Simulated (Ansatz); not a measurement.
Total energies of MoOCl4 (MoCl4O) from Ansatz at PBE-D4/def2-TZVP, gas phase (1 Eh = 27.2114 eV = 2625.5 kJ/mol). The reference geometry is relaxed at PBE-D4/def2-SVP.

```
atom    x (Å)    y (Å)    z (Å)
 Mo1   0.0731  -0.0384  -0.0183
  O2   1.5114  -0.7931  -0.3773
 Cl3  -0.7725   0.5297  -2.0914
 Cl4   0.6656   2.1828   0.2066
 Cl5  -0.0174  -0.1152   2.2886
 Cl6  -1.4602  -1.7659  -0.0082
```

```
                 state   geometry  energy (Eh)
      charge 0 singlet  reference  -1983.78388
      charge 1 doublet  reference  -1983.40623
 free Mo atom (septet)          –    -68.12409
 free O atom (triplet)          –    -75.00967
free Cl atom (doublet)          –   -459.95840
```

In the def2 sets Mo takes a core potential; there is no spin–orbit coupling.

Work out the vertical ionisation energy to the doublet.

E(charge 1 doublet) − E(charge 0 singlet) = -1983.40623 − (-1983.78388) = 0.37765 Eh = 10.28 eV. For comparison, −ε of the highest occupied level is 7.63 eV at this level, 2.65 eV less.

What is the binding energy per atom against free atoms?

Atoms: 1 × (-68.12409) + 1 × (-75.00967) + 4 × (-459.95840) = -1982.96736 Eh. Binding: -1982.96736 − (-1983.78388) = 0.81652 Eh = 22.22 eV, or 3.70 eV for each of 6 atoms (no zero-point energy, no counterpoise term).
